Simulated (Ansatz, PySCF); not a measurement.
Molecule: C₄H₁₁Ge, net charge 0, doublet state. SMILES: C[CH]C[CH2][GeH3]
Coordinates optimised at B3LYP-D3(BJ)/def2-TZVP (Ansatz, a program for electronic structure):
```
C
H 1 1.0981
H 1 1.1037 2 104.46
C 1 1.4882 2 109.24 3 117.32
H 4 1.0838 1 118.37 2 147.93
C 4 1.4851 5 119.30 1 -167.22
H 6 1.0907 4 112.03 5 -23.54
H 6 1.0956 7 108.16 4 123.27
H 6 1.1015 7 107.02 8 113.76
C 1 1.5309 2 110.00 3 -117.02
H 10 1.0922 1 110.20 2 -64.21
H 10 1.0927 11 106.80 1 119.75
Ge 10 1.9710 11 108.06 12 115.78
H 13 1.5407 10 110.80 11 -57.30
H 13 1.5419 14 108.72 10 -121.11
H 13 1.5420 14 108.70 15 -117.71
```
Charge 0, spin multiplicity 2.

Unscaled harmonic wavenumbers (cm⁻¹) in rising order, each level at the stationary point that it reaches from this structure (no distance between atoms moves by over 0.3 Å); the order of modes can differ between levels, and a negative number is imaginary. B3LYP-D3(BJ)/def2-TZVP (PySCF, at the structure above): 51, 78, 109, 113, 135, 260, 366, 383, 488, 542, 675, 721, 835, 879, 886, 906, 915, 994, 1029, 1098, 1133, 1151, 1213, 1300, 1324, 1402, 1413, 1462, 1471, 1473, 1484, 2118, 2120, 2125, 2911, 2942, 2984, 3017, 3037, 3080, 3090, 3161.

HF/6-31G* with LANL2DZ past Ar (Ansatz): 65, 87, 116, 126, 163, 274, 383, 473, 527, 583, 709, 782, 921, 961, 965, 974, 998, 1088, 1097, 1185, 1203, 1262, 1338, 1428, 1451, 1542, 1566, 1606, 1627, 1630, 1636, 2175, 2178, 2194, 3131, 3152, 3192, 3210, 3220, 3254, 3262, 3320. Zero-point energy 87.3 against 81.3 kcal/mol; where all levels lie over 400 cm⁻¹, the wavenumbers are on average 1.078 times those of B3LYP-D3(BJ)/def2-TZVP.

B3LYP/6-31G* with LANL2DZ past Ar (Ansatz): 52, 80, 108, 110, 147, 259, 369, 424, 485, 534, 662, 727, 838, 885, 891, 909, 925, 1006, 1027, 1102, 1145, 1171, 1232, 1313, 1339, 1421, 1439, 1492, 1504, 1505, 1517, 2080, 2081, 2085, 2928, 2957, 3018, 3047, 3053, 3098, 3102, 3164. Zero-point energy 81.8 against 81.3 kcal/mol; where all levels lie over 400 cm⁻¹, the wavenumbers are on average 1.006 times those of B3LYP-D3(BJ)/def2-TZVP.
